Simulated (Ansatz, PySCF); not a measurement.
Caution: the restricted solution is unstable towards spin-unrestricted or complex orbitals, so a lower solution exists and this singlet may not be the ground state. This singlet is an excited state, 0.78 eV above the relaxed triplet at the level B3LYP/cc-pVTZ // B3LYP-D3(BJ)/def2-TZVP (Ansatz, a quantum-chemistry and plane-wave program).

B3LYP has the VWN-RPA correlation part, as in Gaussian. 

Cartesian coordinates (Å):
```xyz
8

C      2.2157     0.3067    -0.2773
C      1.0365    -0.0551    -0.4368
N     -0.0867    -0.5199    -0.6994
C     -1.3230    -0.1233    -0.1523
H      3.2156     0.6549    -0.1040
H     -1.7943    -1.0449     0.2345
H     -1.2856     0.6788     0.5803
H     -1.9782     0.1029    -1.0129
```
Charge +1, spin multiplicity 1.

Q: Predict the LUMO, total energy, HOMO–LUMO gap and HOMO from PySCF 2.14.0 with B3LYP-D3(BJ)/def2-TZVP.

A: 
- LUMO = -11.46 eV
- total energy = -171.0988 Ha
- HOMO–LUMO gap = 2.35 eV
- HOMO = -13.81 eV
